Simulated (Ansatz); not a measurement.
One change: `CO[CH2][GaH][OH]` becomes `CO[CH2][ZnH]`.

Ansatz, PBE0-D4/def2-TZVP geometries, multiplicity 1. Each molecule was computed in one conformer, which needn't be the lowest.

Scalar relativity is left out up to krypton.

```
                               property  `CO[CH2][GaH][OH]`
      LUMO energy (PBE/def2-TZVPP) / eV               -1.64
     HOMO energy (PBE0/def2-TZVPP) / eV               -6.86
     LUMO energy (PBE0/def2-TZVPP) / eV               -0.86
    HOMO energy (B3LYP/def2-TZVPP) / eV               -6.67
HOMO–LUMO gap (ωB97M-V/def2-TZVPP) / eV                9.95
   HOMO–LUMO gap (PBE0/def2-TZVPP) / eV                6.00
```

(1) Give the same properties after the change, and the shifts. (Estimate.)

Results:

(1) The calculation gave: 
| property | `CO[CH2][ZnH]` | shift |
| --- | --- | --- |
| LUMO energy (PBE/def2-TZVPP) / eV | -1.22 | 0.42 |
| HOMO energy (PBE0/def2-TZVPP) / eV | -7.25 | -0.39 |
| LUMO energy (PBE0/def2-TZVPP) / eV | -0.45 | 0.41 |
| HOMO energy (B3LYP/def2-TZVPP) / eV | -7.06 | -0.39 |
| HOMO–LUMO gap (ωB97M-V/def2-TZVPP) / eV | 10.36 | 0.41 |
| HOMO–LUMO gap (PBE0/def2-TZVPP) / eV | 6.80 | 0.80 |

With PBE0 the HOMO falls by 0.39 eV and the LUMO rises by 0.41 eV, so the gap widens by about 0.80 eV. PBE moves the HOMO by -0.25 eV and ωB97M-V by -0.33 eV.

B3LYP here is the variant with VWN-RPA as its local correlation; programs differ in this.
